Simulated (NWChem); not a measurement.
System: C$_{3}$H$_{9}$O$_{2}$Si, doublet; SMILES [Si](OC)(C)OC

The following NWChem deck was run.

```
start job
memory heap 200 mb stack 900 mb global 1100 mb
geometry units angstroms noautosym nocenter noautoz
  C     -1.107616     2.248636    -0.051814
  O     -0.801999     0.914547    -0.331673
  Si     0.430424     0.004529     0.343354
  C      2.112212     0.509739    -0.317933
  O      0.179889    -1.548930    -0.189166
  C     -1.030001    -2.253955    -0.141941
  H     -0.314173     2.939665    -0.392919
  H     -2.035282     2.520341    -0.579255
  H     -1.268658     2.425756     1.027631
  H      2.109287     0.422882    -1.416912
  H      2.352531     1.547541    -0.042458
  H      2.897354    -0.146800     0.085117
  H     -0.939210    -3.151124    -0.773505
  H     -1.873610    -1.648778    -0.515796
  H     -1.269826    -2.584946     0.884839
end
basis spherical
  * library def2-svp
end
dft
  odft
  mult 2
  xc b3lyp
  iterations 150
  mulliken
end
task dft energy
esp
  recalculate
  probe 0.07
  range 0.3
  factor 1.0
  spacing 0.02
end
task esp
```

Excerpt of the output:

```
             Northwest Computational Chemistry Package (NWChem) 7.3.0
             --------------------------------------------------------

                             Geometry "geometry" -> ""
                             -------------------------

 Output coordinates in angstroms (scale by  1.889725989 to convert to a.u.)

  No.       Tag          Charge          X              Y              Z
 ---- ---------------- ---------- -------------- -------------- --------------
    1 C                    6.0000    -1.10761600     2.24863600    -0.05181400
    2 O                    8.0000    -0.80199900     0.91454700    -0.33167300
    3 Si                  14.0000     0.43042400     0.00452900     0.34335400
    4 C                    6.0000     2.11221200     0.50973900    -0.31793300
    5 O                    8.0000     0.17988900    -1.54893000    -0.18916600
    6 C                    6.0000    -1.03000100    -2.25395500    -0.14194100
    7 H                    1.0000    -0.31417300     2.93966500    -0.39291900
    8 H                    1.0000    -2.03528200     2.52034100    -0.57925500
    9 H                    1.0000    -1.26865800     2.42575600     1.02763100
   10 H                    1.0000     2.10928700     0.42288200    -1.41691200
   11 H                    1.0000     2.35253100     1.54754100    -0.04245800
   12 H                    1.0000     2.89735400    -0.14680000     0.08511700
   13 H                    1.0000    -0.93921000    -3.15112400    -0.77350500
   14 H                    1.0000    -1.87361000    -1.64877800    -0.51579600
   15 H                    1.0000    -1.26982600    -2.58494600     0.88483900

 Effective nuclear repulsion energy (a.u.)     315.6631048285

                                 NWChem DFT Module
                                 -----------------

 Summary of "ao basis" -> "ao basis" (spherical)
 ------------------------------------------------------------------------------
       Tag                 Description            Shells   Functions and Types
 ---------------- ------------------------------  ------  ---------------------
 C                          def2-svp                 6       14   3s2p1d
 O                          def2-svp                 6       14   3s2p1d
 Si                         def2-svp                 8       18   4s3p1d
 H                          def2-svp                 3        5   2s1p

            General Information
            -------------------
          SCF calculation type: DFT
          Wavefunction type:  spin polarized.
          No. of atoms     :    15
          No. of electrons :    57
           Alpha electrons :    29
            Beta electrons :    28
          Charge           :     0
          Spin multiplicity:     2
          Use of symmetry is: off; symmetry adaption is: off
          Maximum number of iterations: 150
          AO basis - number of functions:   133
                     number of shells:    65
          Convergence on energy requested:  1.00D-06
          Convergence on density requested:  1.00D-05
          Convergence on gradient requested:  5.00D-04

              XC Information
              --------------
                         B3LYP Method XC Potential
                     Hartree-Fock (Exact) Exchange  0.200
                        Slater Exchange Functional  0.800 local
                    Becke 1988 Exchange Functional  0.720 non-local
              Lee-Yang-Parr Correlation Functional  0.810
                  VWN I RPA Correlation Functional  0.190 local

[...]

                     NWChem Electrostatic Potential Fit Module
                     -----------------------------------------

 Atom parameters

 Number of atoms is                                   15
 Number of basis functions is                        133

 Grid parameters

 Maximum number of grid points is                  55045
 Number of grid points is                          55044
 Grid range                                     0.300000 nm
 Grid spacing                                   0.020000 nm
 Probe radius                                   0.070000 nm
 Atom radius factor                             1.000000

 Atomic radii

    1    0.100000
    6    0.147000
    8    0.136000
   14    0.187000
 FASTESP  F
  using M.O. file = ./job.movecs

    Atom              Coordinates                           Charge

                                                  ESP

    1 C    -0.110762    0.224864   -0.005181    0.196983
    2 O    -0.080200    0.091455   -0.033167   -0.268072
    3 Si    0.043042    0.000453    0.034335    0.188636
    4 C     0.211221    0.050974   -0.031793    0.022500
    5 O     0.017989   -0.154893   -0.018917   -0.342070
    6 C    -0.103000   -0.225396   -0.014194    0.317810
    7 H    -0.031417    0.293967   -0.039292    0.010871
    8 H    -0.203528    0.252034   -0.057926   -0.019810
    9 H    -0.126866    0.242576    0.102763   -0.020461
   10 H     0.210929    0.042288   -0.141691    0.027781
   11 H     0.235253    0.154754   -0.004246   -0.006165
   12 H     0.289735   -0.014680    0.008512   -0.006375
   13 H    -0.093921   -0.315112   -0.077351   -0.037063
   14 H    -0.187361   -0.164878   -0.051580   -0.024546
   15 H    -0.126983   -0.258495    0.088484   -0.040018
                                            ------------
                                                0.000000

 Dipole moment                                  0.470361

 Quadrupole moment Qxx                         -1.498334
                   Qyy                          5.620967
                   Qzz                         -4.122633

 RMS deviation kJ/mol                           0.065264

 RRMS %                                        55.369350
```

Level: B3LYP/def2-SVP, spin-unrestricted. Geometry: optimised at PBE0/def2-SVP, spin-unrestricted. No frequency run checked for a minimum. No stability test was run on the SCF state. B3LYP is NWChem's, with the RPA form of VWN correlation.
